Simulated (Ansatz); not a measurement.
`[O]=[Ta]([OH])([OH])[F]`. Charge 0, multiplicity 1. Ta takes the def2 core potential. The structure was optimised at the PBE0-D4/def2-TZVP level. It is one conformer, not always the lowest.

```xyz
7

O    -0.115    1.768    0.341
Ta   -0.349    0.079    0.139
O    -0.100   -0.352   -1.693
O     0.938   -0.841    1.189
F    -2.096   -0.361    0.693
H     0.103    0.211   -2.441
H     1.619   -0.503    1.771
```

(1) What is the dipole moment at B3LYP/def2-TZVPP? (An estimate is asked.)

(2) And with PBE, r2SCAN, ωB97M-V? (Estimate.)

(3) Give the Mulliken charges with B3LYP, PBE, ωB97M-V in def2-TZVPP. (Estimate.)

Answers

(1) The calculation gave: 2.27 D, with components (1.93, -0.85, -0.84) D in this frame, pointing from negative to positive charge.

(2) The calculation gave: PBE 2.20 D, r2SCAN 2.25 D, ωB97M-V 2.26 D.

(3) Ansatz gave: 
| atom | B3LYP | PBE | ωB97M-V |
| --- | --- | --- | --- |
| O1 | -0.44 | -0.38 | -0.43 |
| Ta2 | 1.22 | 1.01 | 1.20 |
| O3 | -0.43 | -0.38 | -0.42 |
| O4 | -0.43 | -0.38 | -0.42 |
| F5 | -0.35 | -0.30 | -0.34 |
| H6 | 0.21 | 0.21 | 0.20 |
| H7 | 0.21 | 0.21 | 0.20 |

B3LYP here is the variant with VWN-RPA as its local correlation; programs differ in this.
